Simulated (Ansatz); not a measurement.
`[CH3][AlH][Br]` from Hartree–Fock to CCSD(T)

Z-matrix (Å, degrees):
```
C
Al 1 1.938
H 1 1.091 2 112.6
H 1 1.095 2 110.4 3 121.2
H 1 1.095 2 110.5 3 -121.3
Br 2 2.266 1 119.4 3 0.0
H 2 1.579 1 124.6 3 -179.9
```

The species carries charge 0 and has multiplicity 1. Correlated methods include outer-core shells of Br, which these sets cover unevenly. Scalar relativity is left out up to krypton. The structure was optimised at the PBE0-D4/def2-TZVP level. Frozen core, restricted reference, Ansatz.

| basis | HF (Eh) | MP2 corr. | CCSD corr. | (T) | CCSD(T) total |
| --- | --- | --- | --- | --- | --- |
| def2-SVP | -2854.18527 | -0.43907 | -0.46812 | -0.01073 | -2854.66412 |
| def2-TZVPP | -2854.63000 | -0.53230 | -0.56247 | -0.01921 | -2855.21168 |
| def2-QZVPP | -2854.68835 | -0.86806 | -0.87222 | -0.02452 | -2855.58509 |
